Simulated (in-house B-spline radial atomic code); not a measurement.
Configurations of the copper ion Cu⁶⁺, with energies counted from [Ar] 3d5. Computed with a radial B-spline atomic code at the basis-set limit: non-relativistic PBE0, spin-polarised, spherical fractional occupations, exact exchange averaged over the configuration, point nucleus. Shells without spins written out take the highest spin.

Occupations are held fixed; configurations that lie above the ionisation limit could autoionise.

| configuration | E - E(ref) (eV) | highest orbital | its <r> (bohr) |
| --- | --- | --- | --- |
| [Ar] 3d4 4s1 | 50.152 | 4s up | 1.649 |
| [Ar] 3d4 4p1 | 62.034 | 4p up | 1.769 |
| [Ne] 3s2 3p5 3d6 | 69.906 | 3d down | 0.7371 |
| [Ne] 3s2 3p5 3d5 4s1 | 110.66 | 4s up | 1.644 |

Task: Order these further configurations by energy, lowest first.
A. [Ne] 3s2 3p5 3d5 4f1
B. [Ne] 3s2 3p5 3d5 4d1
C. [Ar] 3d4 4f1
D. [Ne] 3s2 3p5 3d5 4p1

Result: C (95.9 eV), D (122.58 eV), B (141.07 eV), A (156.58 eV).
